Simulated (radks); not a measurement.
Values are calculated unless marked as measured or tabulated.
Problem. The mean radii <r> (bohr) of the occupied orbitals of an atom or ion are listed with their occupations. Level of theory: scalar-relativistic Kohn-Sham, LDA (Slater exchange, Perdew-Wang correlation), spin-unpolarised, spherical densities, point nucleus (a radial shooting solver on a logarithmic mesh with Libxc functionals).

| orbital | occ. | <r> |
|---|---|---|
| 1s | 2 | 0.01744 |
| 2s | 2 | 0.07364 |
| 2p | 6 | 0.06626 |
| 3s | 2 | 0.1906 |
| 3p | 6 | 0.1914 |
| 3d | 10 | 0.1733 |
| 4s | 2 | 0.4235 |
| 4p | 6 | 0.4508 |
| 4d | 10 | 0.4786 |
| 5s | 2 | 0.9710 |
| 4f | 14 | 0.5340 |
| 5p | 6 | 1.115 |
| 5d | 5 | 1.496 |
| 5f | 1 | 3.679 |

Name the element and its charge.

Solution. Z = 77, iridium, charge +3: Ir3+ in [Xe] 4f14 5d5 5f1. The 1s radius gives Z: for a bare nucleus <r> = (2 gamma + 1)/(2Z) with gamma = sqrt(1 - (Z/c)^2), 0.01724 bohr for Z = 77, and screening makes it slightly larger (0.01744 here). The occupations add up to 74, and the charge is Z minus that.
